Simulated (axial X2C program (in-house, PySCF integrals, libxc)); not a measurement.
**CdB⁺: bond constants with and without spin–orbit coupling**

All values were computed with an axial X2C code built on PySCF integrals. Spin-free means the one-electron spin-free X2C Hamiltonian; two-component (2c) means X2C with spin–orbit coupling and atomic mean-field two-electron Coulomb and Gaunt terms, so the difference of the two also holds small scalar two-electron terms. Basis: Cd dyall-cv3z [12s12p8d5f3g], B dyall-v3z [7s6p2d1f] (cores contracted in-house); Gaussian nuclei, density fitting, unrestricted open shells. Masses: Cd 113.903 u, B 11.009 u.

Input:
```json
{"zs": [48, 5], "q": 1, "bas": ["dyall-cv3z", "dyall-v3z"], "levels": ["PBE0", "HF", "PW91"], "cc": true, "r0": 2.21, "thr": -2.0, "nmax": 90, "npts": 10, "nst": 2, "ntry": 6}
```
```bash
python so2c.py task.json out
```

Keys: zs atomic numbers; q charge; bas basis sets; levels methods; cc coupled cluster on or off; r0 starting distance in Å; thr threshold in hartree for freezing inner shells (an s shell follows its p shell); nmax most natural virtual spinors; npts points on the curve; nst determinants followed; ntry starts of the search. HF also brings MP2.

State, spin-free: M_S = 0, Λ = 0 (closed shell); electrons by block: σα: 12, σβ: 12, π+α: 5, π+β: 5, π-α: 5, π-β: 5, δ+α: 2, δ+β: 2, δ-α: 2, δ-β: 2. Fragments: Cd + B+ for PBE0, MP2, CCSD, CCSD(T), PW91; Cd+ + B for HF.

State, 2c: Ω = 0 (closed shell); electrons by block: 1/2: 17, -1/2: 17, 3/2: 7, -3/2: 7, 5/2: 2, -5/2: 2. Fragments: Cd + B+ for PBE0, MP2, CCSD, CCSD(T), PW91; Cd+ + B for HF.

```csv
Hamiltonian,level,Re (Å),ωe (cm⁻¹),ωexe (cm⁻¹),De (eV),D0 (eV),μ (D)
spin-free,PBE0,2.508,304.9,1.91,2.08,2.06,2.48
spin-free,HF,2.628,280.7,1.85,0.662,0.645,2.08
spin-free,MP2,2.499,303.9,1.86,1.52,1.50,n/a
spin-free,CCSD,2.526,308.5,2.68,1.58,1.57,n/a
spin-free,CCSD(T),2.515,312.9,n/a,n/a,n/a,n/a
spin-free,PW91,2.498,294.9,2.03,2.23,2.21,2.80
2c,PBE0,2.508,304.9,1.91,2.08,2.06,2.48
2c,HF,2.628,280.6,1.85,0.663,0.645,2.09
2c,MP2,2.500,303.7,1.84,1.52,1.50,n/a
2c,CCSD,2.527,308.4,2.68,1.58,1.57,n/a
2c,CCSD(T),2.515,312.8,2.28,n/a,n/a,n/a
2c,PW91,2.498,294.9,2.03,2.23,2.21,2.80
```

Correlated methods: 14 electrons correlated (number of frozen shells: Cd 4 s, 3 p, 1 d; B 1 s), 254 virtual spin orbitals or spinors in MP2, 90 natural virtuals in coupled cluster.

Dipoles are positive if B is the positive end and refer to the centre of mass.

Occupations by symmetry block were frozen at the best pattern of an incomplete PBE0 search. The closed shell is kept restricted, so the energy runs too high when the bond is stretched far. Dissociation energies refer to the lowest single-determinant-based atoms at the same level and basis. De is not given where an atomic determinant may have missed its ground term or J level, or where the truncated virtual space spoils (T). CCSD and (T) use frozen natural virtuals with an MP2 correction for the truncation; (T) itself is uncorrected, so its De runs slightly low.

Rough cost a point (2c) on 1 thread(s) of a shared host, integrals apart: PBE0 0.29 s, HF 0.18 s, CCSD(T) 5 s, PW91 0.2 s.
